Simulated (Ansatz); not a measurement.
The cluster Cr₂F₆. The state is a singlet with charge 0. Geometry B3LYP-D4/def2-SVP, basis def2-TZVP, Ansatz.

Cartesian coordinates in Å:
```
Cr 0.736 -0.067 -0.558
Cr -0.736 0.067 0.558
F 1.782 1.089 0.126
F 1.174 -1.698 -0.343
F -0.047 -0.305 2.070
F -1.193 1.689 0.318
F -1.770 -1.111 -0.107
F 0.054 0.336 -2.065
```

```tsv
run	HOMO (eV)	LUMO (eV)
A	-11.02	-3.97
B	-11.93	-2.77
C	-9.49	-4.96
D	-7.97	-5.63
E	-7.59	-5.48
F	-9.78	-5.09
```

No other spin state of charge 0 was run. The structure comes from a short search, and lower isomers may exist.

Problem. The runs used CAM-B3LYP, PBE, PBE0, r2SCAN, r2SCAN0, ωB97X-V. Estimate which is which.

Solution. A CAM-B3LYP (range-separated); B ωB97X-V (range-separated); C PBE0 (25 % exact exchange); D r2SCAN (0 % exact exchange); E PBE (0 % exact exchange); F r2SCAN0 (25 % exact exchange). Exact exchange lowers occupied and raises empty levels; among semilocal functionals meta-GGAs tend to open the gap a little, and such runs are hard to tell apart. The gap grows from 2.12 eV (PBE) to 9.16 eV (ωB97X-V). The restricted singlet is unstable towards broken spin symmetry in Hartree–Fock (as tested in another run); at CAM-B3LYP-D4/def2-TZVP, ωB97X-V/def2-TZVP, PBE0-D4/def2-TZVP, r2SCAN-D4/def2-TZVP and others this wasn't settled.
